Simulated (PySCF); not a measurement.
C2H6BO2, SMILES CO[B]OC, multiplicity 2. Atoms are numbered in the order given.

```xyz
11

C      1.9487     0.5310     0.3502
O      1.3198    -0.6478    -0.1390
B     -0.0115    -0.7485    -0.2867
O     -0.8713     0.2504     0.0229
C     -2.2744     0.1428    -0.1181
H      1.2145     1.2229     0.7902
H      2.6887     0.2438     1.1122
H      2.4723     1.0363    -0.4768
H     -2.7515     0.2967     0.8627
H     -2.6314     0.9236    -0.8081
H     -2.5679    -0.8442    -0.5095
```
Charge 0, spin multiplicity 2.

Geometry optimised at ωB97X-D3(BJ)/def2-SVP. The isomer is the one that the SMILES or the coordinates give; other isomers of the formula were not compared. The values are those of a single conformer.

Computed with PBE/def2-TZVP (PySCF).

ESP charges are fitted to the potential on shells at 1.4 to 2.0 van der Waals radii. Atomic charges (e):

```tsv
atom	meta-Löwdin	Mulliken	ESP fit	Löwdin	Mulliken spin
C1	[?]	-0.22	0.11	-0.31	0.06
O2	[?]	-0.19	-0.24	0.35	0.00
B3	[?]	0.03	-0.03	-0.74	0.93
O4	[?]	-0.20	0.01	0.35	0.03
C5	[?]	-0.17	-0.34	-0.32	-0.03
H6	[?]	0.12	0.00	0.12	0.00
H7	[?]	0.13	0.05	0.11	0.00
H8	[?]	0.13	0.05	0.11	0.00
H9	[?]	0.12	0.14	0.11	0.00
H10	[?]	0.12	0.14	0.11	0.00
H11	[?]	0.11	0.12	0.11	0.02
```

**Question.** What belongs in the gaps? (Estimate from the structure and the level; the computed values follow.)

**Answer.** 
- C1, meta-Löwdin: -0.15
- O2, meta-Löwdin: -0.33
- B3, meta-Löwdin: 0.23
- O4, meta-Löwdin: -0.34
- C5, meta-Löwdin: -0.13
- H6, meta-Löwdin: 0.12
- H7, meta-Löwdin: 0.13
- H8, meta-Löwdin: 0.12
- H9, meta-Löwdin: 0.12
- H10, meta-Löwdin: 0.12
- H11, meta-Löwdin: 0.11

**Question.** Give the Mayer and Wiberg (Löwdin basis) orders of the bonds. (An estimate is asked for; the answer gives what the named calculation found.)

**Answer.** 
| bond | Mayer | Wiberg |
|---|---|---|
| C1–O2 | 0.91 | 1.38 |
| O2–B3 | 1.39 | 2.02 |
| B3–O4 | 1.30 | 1.96 |
| O4–C5 | 0.94 | 1.41 |
| C1–H6 | 0.96 | 0.92 |
| C1–H7 | 0.97 | 0.94 |
| C1–H8 | 0.97 | 0.94 |
| C5–H9 | 0.97 | 0.94 |
| C5–H10 | 0.97 | 0.94 |
| C5–H11 | 0.96 | 0.92 |
